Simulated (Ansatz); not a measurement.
Relaxation of C2H9NSiSn (14 atoms, charge 0, multiplicity 1), to a largest force component of 0.015 eV/Å in at most 40 steps.

Level of theory: RKS LDA/def2-SVP in Ansatz.

```xyz
14
Properties=species:S:1:pos:R:3
N -0.008 1.901 0.081
C -0.606 0.593 0.148
C 0.097 -0.239 1.212
Si 0.947 -1.621 0.220
Sn -0.185 -0.492 -1.695
H -0.544 2.455 -0.715
H -0.293 2.454 0.950
H -1.660 0.639 0.332
H 0.938 0.350 1.777
H -0.586 -0.645 1.993
H 0.243 -2.931 0.544
H 2.360 -1.561 0.197
H 0.901 0.377 -2.729
H -1.617 -1.309 -2.287
```

Problem. Where does it end, and by what steps?

Solution. The run converged. After 18 steps the energy has fallen by 0.763 eV; H7 moved furthest, 1.03 Å.

| step | energy less start (eV) | largest force component (eV/Å) | accepted |
| --- | --- | --- | --- |
| 0 | 0.0000 | 2.269 | yes |
| 1 | -0.5088 | 0.797 | yes |
| 2 | -0.5660 | 0.235 | yes |
| 3 | -0.5723 | 0.164 | yes |
| 4 | -0.5741 | 0.082 | yes |
| 5 | -0.5764 | 0.060 | yes |
| 6 | -0.5787 | 0.041 | yes |
| 7 | -0.5830 | 0.110 | yes |
| 8 | -0.5898 | 0.448 | yes |
| 9 | -0.6137 | 0.490 | yes |
| 10 | -0.6671 | 0.354 | yes |
| 11 | -0.7054 | 0.487 | yes |
| 12 | -0.7152 | 0.624 | yes |
| 13 | -0.7376 | 0.417 | yes |
| 14 | -0.7568 | 0.225 | yes |
| 15 | -0.7547 | 0.137 | no |
| 16 | -0.7612 | 0.079 | yes |
| 17 | -0.7624 | 0.017 | yes |
| 18 | -0.7625 | 0.008 | yes |

```xyz
14
Properties=species:S:1:pos:R:3
N 0.382 1.622 0.022
C -0.712 0.700 0.171
C -0.287 -0.351 1.191
Si 1.060 -1.333 0.258
Sn -0.432 -0.533 -1.653
H 0.202 2.367 -0.661
H 0.656 2.053 0.919
H -1.715 1.145 0.392
H 0.018 0.107 2.165
H -1.120 -1.055 1.414
H 1.105 -2.796 0.634
H 2.464 -0.796 0.337
H 0.094 0.402 -3.001
H -1.727 -1.563 -2.160
```

Whether the end is a true minimum wasn't checked by a vibrational analysis.

The run took 38 s on 2 threads of Arm Neoverse V2 (shared host), peak memory 0.18 GiB.
